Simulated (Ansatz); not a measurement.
`[SiH3][N]([SiH3])[AlH][Cl]` and `[SiH3][N]([SiH3])[Cu]` differ in one atom or group.

Ansatz, PBE0-D4/def2-TZVP geometries, multiplicity 1. Each molecule was computed in one conformer, which needn't be the lowest.

Scalar relativity is left out up to krypton.

| property | `[SiH3][N]([SiH3])[AlH][Cl]` |
| --- | --- |
| zero-point energy (PBE0-D4/def2-TZVP) / kJ/mol | 172.6 |
| HOMO–LUMO gap (PBE0/def2-TZVPP) / eV | 6.96 |
| LUMO energy (PBE/def2-TZVPP) / eV | -1.82 |
| HOMO energy (ωB97M-V/def2-TZVPP) / eV | -10.25 |
| HOMO–LUMO gap (B3LYP/def2-TZVPP) / eV | 6.54 |
| ideal-gas entropy at 298 K and 1 bar (rigid rotor, harmonic PBE0-D4/def2-TZVP) / J/(mol·K) | 403 |

Task: What does the change do to each property? (Estimate.)

Result: Ansatz gave: 
```json
{"property": "zero-point energy (PBE0-D4/def2-TZVP) / kJ/mol", "`[SiH3][N]([SiH3])[Cu]`": "145.9", "shift": "-26.7"}
{"property": "HOMO–LUMO gap (PBE0/def2-TZVPP) / eV", "`[SiH3][N]([SiH3])[Cu]`": "3.74", "shift": "-3.22"}
{"property": "LUMO energy (PBE/def2-TZVPP) / eV", "`[SiH3][N]([SiH3])[Cu]`": "-3.83", "shift": "-2.01"}
{"property": "HOMO energy (ωB97M-V/def2-TZVPP) / eV", "`[SiH3][N]([SiH3])[Cu]`": "-8.83", "shift": "1.42"}
{"property": "HOMO–LUMO gap (B3LYP/def2-TZVPP) / eV", "`[SiH3][N]([SiH3])[Cu]`": "3.19", "shift": "-3.35"}
{"property": "ideal-gas entropy at 298 K and 1 bar (rigid rotor, harmonic PBE0-D4/def2-TZVP) / J/(mol·K)", "`[SiH3][N]([SiH3])[Cu]`": "376", "shift": "-27"}
```

With PBE0 the HOMO rises by 1.43 eV and the LUMO falls by 1.79 eV, so the gap narrows by about 3.22 eV. PBE moves the HOMO by 1.37 eV and ωB97M-V by 1.42 eV. The zero-point energy changes by -26.7 kJ/mol with -6 modes. Modes under 60 cm⁻¹, often nearly free rotors, make the harmonic entropy too high.

B3LYP here is the variant with VWN-RPA as its local correlation; programs differ in this.
